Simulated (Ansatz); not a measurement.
This geometry of AlClFH$_{3}$O (7 atoms, charge 0, multiplicity 1) is a first-order saddle point.

All numbers below come from Ansatz, RKS revPBE-D4/def2-SVP.

```xyz
7
Properties=species:S:1:pos:R:3
Al 0.155 -0.277 -0.076
H 0.161 -0.024 1.675
Cl 1.823 0.558 -1.048
F -1.390 -0.072 -0.709
O 0.359 -1.979 0.650
H -0.392 -2.604 0.606
H 0.214 -1.081 1.538
```

(1) Which two structures does it join? (They come from a converged band through this point; their orientation in space is the band's.)

(2) How far does it lie above each of them?

## Answers

(1) Bonds broken: Al1–H2, O5–H7. Bonds formed: H2–H7. AlClFH3O becomes AlClFHO + H2.

Image 0:

```xyz
7
Properties=species:S:1:pos:R:3
Al 0.150 0.026 0.141
H 0.031 0.766 1.544
Cl 1.812 0.400 -1.137
F -1.294 -0.419 -0.656
O 0.371 -1.901 0.728
H -0.424 -2.314 0.323
H 0.286 -2.037 1.693
```

Image 8:

```xyz
7
Properties=species:S:1:pos:R:3
Al 0.133 -0.636 -0.290
H 0.173 0.276 1.872
Cl 1.794 0.527 -0.836
F -1.404 -0.004 -0.527
O 0.383 -2.274 0.147
H -0.360 -2.884 0.279
H 0.213 -0.485 1.991
```

(2) 68.4 kJ/mol above the first and 70.3 kJ/mol above the second. This is the barrier of this one path; another mechanism may lie lower. The orbitals stay closed-shell, which can raise the energy where a bond breaks towards radicals; this wasn't checked here.

The run took 82 s on 1 thread of Intel(R) Xeon(R) 6975P-C (Granite Rapids), on a shared host, peak memory 0.16 GiB.
